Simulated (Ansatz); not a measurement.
Basis-set extrapolation for CH$_{6}$N$_{2}$OSSi, SMILES `N=C[Si](N)(O)S` (PBE0-D4/def2-TZVP geometry, frozen core, Ansatz). Multiplicity 1, RHF reference.

```json
{"": "HF", "def2-TZVPP": "-911.818850", "def2-QZVPP": "-911.850000"}
{"": "MP2 correlation", "def2-TZVPP": "-1.107650", "def2-QZVPP": "-1.193163"}
{"": "CCSD(T) correlation", "def2-TZVPP": "-1.199596", "def2-QZVPP": "not run"}
```

Energies in hartree. Use E(X) = E(∞) + A·exp(−7.88·√X) for Hartree–Fock and E(X) = E(∞) + B·X^(−2.97) for correlation, with X = 3 and 4, and add CCSD(T) minus MP2 of the smaller set to the MP2 limit.

Task: What is the CCSD(T) energy at the basis-set limit?

Result: HF limit: -911.850000 + (-0.031150) × 0.13774 = -911.85429. MP2 limit: -1.193163 + (-0.085513) × 0.74074 = -1.25651. Higher-order term: -1.199596 − (-1.107650) = -0.09195. Total: -913.20275 hartree, 483.9 kJ/mol below CCSD(T)/def2-TZVPP.
